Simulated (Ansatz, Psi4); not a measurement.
Input for Ansatz (a quantum-chemistry and plane-wave program):
Ansatz 0.2 input:
```yaml
crystal:
  periodic: [false, false, false]
  atoms:
    - {symbol: O, position_ang: [0.49639997, 0.07749188, 1.46274063]}
    - {symbol: P, position_ang: [0.07763513, -0.00187854, -0.06678288]}
    - {symbol: O, position_ang: [1.18776102, -0.02874031, -1.02172942]}
    - {symbol: O, position_ang: [-0.88586825, -1.26330432, -0.10643158]}
    - {symbol: O, position_ang: [-0.92691551, 1.21766505, -0.22393643]}
    - {symbol: H, position_ang: [1.27103163, 0.62878945, 1.55130795]}
    - {symbol: H, position_ang: [-0.37287092, -2.04878771, -0.28441190]}
    - {symbol: H, position_ang: [-1.03370548, 1.42327804, -1.15029845]}
basis:
  gaussian:
    orbitals: STO-3G
hamiltonian:
  xc: r2scan
accuracy: high
```

**Question.** Write the same job for Psi4.

**Answer.** This is not unique; one that fits is 
```
memory 2 GB

molecule {
0 1
  O     0.49639997    0.07749188    1.46274063
  P     0.07763513   -0.00187854   -0.06678288
  O     1.18776102   -0.02874031   -1.02172942
  O    -0.88586825   -1.26330432   -0.10643158
  O    -0.92691551    1.21766505   -0.22393643
  H     1.27103163    0.62878945    1.55130795
  H    -0.37287092   -2.04878771   -0.28441190
  H    -1.03370548    1.42327804   -1.15029845
}

set basis sto-3g
set scf_type pk
set puream true
set d_convergence 1e-8
set dft_radial_points 99
set dft_spherical_points 590

energy('r2scan')
print_variables()
```

Both were run: Ansatz gave -635.725956 Eh and Psi4 -635.725803 Eh, 0.152 mEh apart.
